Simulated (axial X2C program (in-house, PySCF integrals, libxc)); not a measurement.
# Levels of HgF by electron attachment to HgF⁺ (EOM-EA-CCSD)

Computed with an axial X2C code built on PySCF integrals: two-component X2C with atomic mean-field Coulomb and Gaunt terms, Gaussian nuclei, basis Hg dyall-acv3z, F dyall-av3z with contracted cores.

R = 2.041 Å (near the PBE0 minimum at charge 0 of the determinant lowest at the starting distance; the state shown can have its own minimum elsewhere).

Levels of HgF obtained by attaching an electron to HgF⁺:

| Ω | binding energy (eV) | above lowest (cm⁻¹) | attached spinor | one-particle weight |
| --- | --- | --- | --- | --- |
| 1/2 | 9.809 | 0 | 62% Hg sσ, 18% Hg pσ, 14% F pσ | 0.96 |
| 1/2 | 5.047 | 38410 | 87% Hg pπ | 0.97 |
| 3/2 | 4.570 | 42261 | 88% Hg pπ, 6% F pπ | 0.97 |
| 1/2 | 3.349 | 52105 | 68% Hg pσ, 14% Hg dσ, 8% Hg sσ | 0.88 |
| 1/2 | 2.616 | 58022 | 87% Hg sσ | 0.94 |

Task: Take the first Ω = 1/2 and Ω = 3/2 rows of π character: how far apart are they, and which lies lower?

Result: E(3/2) − E(1/2) = 42261 − 38410 = 3851 cm⁻¹ at EOM-EA-CCSD: regular, Ω = 1/2 lower. Splittings at this level can be off by ten to twenty per cent.

This point took 51 s on 1 thread of Intel(R) Xeon(R) Platinum 8488C (Sapphire Rapids), on a shared host.

Reference electrons by ω block (each with its −ω partner): 1/2: 25, 3/2: 13, 5/2: 5, 7/2: 1. 18 electrons of HgF⁺ correlated (inner shells frozen), 84 natural virtual spinors (a truncated set); levels can be off by some tenths of an eV. Roots sought by Ω: (1/2: 5, 3/2: 4, 5/2: 2, 7/2: 1); rows need 60 % one-particle weight and stop where some Ω has no more roots. Missing are any skipped roots, higher Ω and states of a further excitation; these come out far too high here and may in truth be low or lowest. T1 of the reference 0.039 (Lee–Taylor). The reference was not checked to be the lowest state of its species. Number of frozen shells: Hg 5 s, 4 p, 2 d, 1 f; F 1 s. Large amplitudes in the reference (orbital relaxation or multireference character) lower the reliability.
